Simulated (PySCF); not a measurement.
# Cr(22+): ionisation energy

Cr(22+) 1s2 (1S) → Cr(23+) 1s1 (2S), as a difference of total energies. Computed with PySCF 2.14 in an even-tempered Gaussian basis (15 s from 22 bohr⁻², ratio 2.2; 7 p from 34 bohr⁻², ratio 2.4; 4 d from 100 bohr⁻², ratio 2.4; 3 f from 150 bohr⁻², ratio 2.4; 3 g from 230 bohr⁻², ratio 2.4), with the non-relativistic Hamiltonian (point nucleus). Correlated levels: nothing frozen; virtual orbitals above 40 to 60 times the deepest correlated orbital energy dropped. The calculations carry no spin-orbit coupling.

| method | ionisation energy (eV) | difference from reference (eV) |
| --- | --- | --- |
| UHF | 7431.7 | -50.2 |
| LDA | 7408.9 | -73.0 |
| PBE | 7429.0 | -52.9 |
| PBE0 | 7429.9 | -52.0 |
| r2SCAN | 7433.1 | -48.8 |
| MN15 | 7433.4 | -48.5 |
| TPSSh | 7433.2 | -48.7 |
| MP2 (all electrons) | 7433.0 | -48.9 |
| SCS-MP2 (all electrons) | 7433.2 | -48.7 |

Reference: 7481.9 eV (theoretical estimate listed by NIST; NIST Atomic Spectra Database, ionization energies).

These non-relativistic numbers lack the scalar-relativistic shift.
